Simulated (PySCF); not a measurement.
C9H12O.
Bonds: C1–C2, C2–C3, C3–O4, O4–C5, C5–C6 (aromatic), C6–C7 (aromatic), C7–C8 (aromatic), C8–C9 (aromatic), C9–C10 (aromatic), C5–C10 (aromatic). Hydrogens: H11, H12, H13 on C1; H14, H15 on C2; H16, H17 on C3; H18 on C6; H19 on C7; H20 on C8; H21 on C9; H22 on C10.

The same species was optimised twice, with GFN2-xTB and with PBE0-D3(BJ)/def2-SVP (PySCF), and the same property calculations (PySCF, gas phase) were run on both structures.

| coordinate | GFN2-xTB | PBE0-D3(BJ)/def2-SVP | change |
| --- | --- | --- | --- |
| O4–C5 (Å) | 1.361 | 1.348 | -0.013 |
| C2–C3 (Å) | 1.525 | 1.513 | -0.012 |
| C7–C8 (Å) | 1.387 | 1.398 | +0.011 |
| C9–C10 (Å) | 1.386 | 1.397 | +0.011 |
| C8–C9 (Å) | 1.382 | 1.391 | +0.009 |
| C6–C7 (Å) | 1.379 | 1.388 | +0.009 |
| C5–C10 (Å) | 1.391 | 1.400 | +0.009 |
| C3–O4 (Å) | 1.412 | 1.405 | -0.007 |
| C5–C6 (Å) | 1.396 | 1.402 | +0.006 |
| C1–C2 (Å) | 1.523 | 1.519 | -0.004 |
| C1–C2–C3 (°) | 111.3 | 112.5 | +1.2 |
| O4–C5–C10 (°) | 125.0 | 124.3 | -0.7 |
| C3–O4–C5 (°) | 118.9 | 119.4 | +0.5 |
| C6–C5–C10 (°) | 119.2 | 119.5 | +0.3 |
| O4–C5–C6 (°) | 115.8 | 116.2 | +0.4 |
| C2–C3–O4 (°) | 108.0 | 108.4 | +0.4 |
| C5–C10–C9 (°) | 119.9 | 119.6 | -0.3 |
| C7–C8–C9 (°) | 119.4 | 119.1 | -0.3 |
| C1–C2–C3–O4 (°) | 180 | 180 | 0 |
| C2–C3–O4–C5 (°) | 180 | -179 | +1 |
| C3–O4–C5–C6 (°) | 180 | 179 | -1 |

Rotational constants: A = 4476, B = 595.2, C = 530.5 MHz (GFN2-xTB) against A = 4437, B = 595.6, C = 530.4 MHz (PBE0-D3(BJ)/def2-SVP). Point groups within 0.08 Å: Cs and Cs. Atoms that the bonding makes alike are paired by their places after alignment.

On the GFN2-xTB structure: HOMO (eV) -6.41 [PBE0/pcSseg-1]; LUMO (eV) -0.10 [PBE0/pcSseg-1]; dipole (D) 1.45 [PBE0/pcSseg-1]; GIAO shielding of C1 (ppm) 175.5 [PBE0/pcSseg-1]; GIAO shielding of C2 (ppm) 159.5 [PBE0/pcSseg-1]; GIAO shielding of C3 (ppm) 114.7 [PBE0/pcSseg-1]; GIAO shielding of O4 (ppm) 205.1 [PBE0/pcSseg-1]; GIAO shielding of C5 (ppm) 20.8 [PBE0/pcSseg-1]; GIAO shielding of C6/C10 (mean) (ppm) 68.7 [PBE0/pcSseg-1]; GIAO shielding of C7/C9 (mean) (ppm) 52.1 [PBE0/pcSseg-1]; GIAO shielding of C8 (ppm) 61.8 [PBE0/pcSseg-1].

Question: What do these properties become on the PBE0-D3(BJ)/def2-SVP structure?

Answer: 
```tsv
property	level	on GFN2-xTB	on PBE0-D3(BJ)/def2-SVP	change
HOMO (eV)	PBE0/pcSseg-1	-6.41	-6.38	+0.03
LUMO (eV)	PBE0/pcSseg-1	-0.10	-0.16	-0.06
dipole (D)	PBE0/pcSseg-1	1.45	1.47	+0.02
energy, GFN2-xTB geometry as zero (kcal/mol)	PBE0/pcSseg-1	0.0	-0.3	-0.3
GIAO shielding of C1 (ppm)	PBE0/pcSseg-1	175.5	173.4	-2.1
GIAO shielding of C2 (ppm)	PBE0/pcSseg-1	159.5	158.8	-0.7
GIAO shielding of C3 (ppm)	PBE0/pcSseg-1	114.7	115.0	+0.3
GIAO shielding of O4 (ppm)	PBE0/pcSseg-1	205.1	205.5	+0.4
GIAO shielding of C5 (ppm)	PBE0/pcSseg-1	20.8	20.6	-0.2
GIAO shielding of C6/C10 (mean) (ppm)	PBE0/pcSseg-1	68.7	66.9	-1.8
GIAO shielding of C7/C9 (mean) (ppm)	PBE0/pcSseg-1	52.1	49.4	-2.7
GIAO shielding of C8 (ppm)	PBE0/pcSseg-1	61.8	59.7	-2.1
```

The heavy atoms differ by 0.012 Å rms after alignment. Among bonds between heavy atoms C2–C3 and O4–C5 change most and about equally (-0.013 to -0.012 Å). Changes are differences of the printed values. Neither structure is proved a minimum here.

Conformer computed: `[CH3:1][CH2:2][CH2:3][O:4][c:5]1[cH:6][cH:7][cH:8][cH:9][cH:10]1`: C1–C2–C3–O4 180°, C2–C3–O4–C5 -179°, C3–O4–C5–C6 179°.
